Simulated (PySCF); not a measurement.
## How methods differ on the ionisation energy of Au(52+)

Au(52+) [Ar] 3d9 [3d3/2^4 3d5/2^5, M_J = 5/2] → Au(53+) [Ar] 3d8 [3d3/2^4 3d5/2^4, M_J = 4], as a difference of total energies. All numbers are calculated (PySCF 2.14, the two-component X2C-1e Hamiltonian, in an even-tempered Gaussian basis (15 s from 14 bohr⁻², ratio 2.8; 13 p from 18 bohr⁻², ratio 2.8; 8 d from 18 bohr⁻², ratio 2.8; 3 f from 68 bohr⁻², ratio 3)). Correlated levels: [Ne] frozen; the 78 highest virtual spinors dropped. "Screened" scales the spin-orbit matrix elements by Boettger's factors to mimic the two-electron term; Breit and QED terms are absent.

```csv
method,ionisation energy (eV)
GHF (spin-free),5051.2
GMP2 (spin-free),5052.6
GHF (screened spin-orbit),5015.7
GMP2 (screened spin-orbit),5017.1
```

Breit and QED terms and the two-electron picture change are absent.

The spin-free rows relax to the high-spin LS determinant and lack the spin-orbit shift.

The labels give the starting determinants; with spin-orbit coupling the two ends relaxed to ⟨J²⟩ = 8.75, ⟨L²⟩ = 6.08, ⟨S²⟩ = 0.83 and ⟨J²⟩ = 20.00, ⟨L²⟩ = 13.23, ⟨S²⟩ = 1.79.

For comparison: 5013 ± 4 eV (theoretical estimate listed by NIST; NIST Atomic Spectra Database, ionization energies).
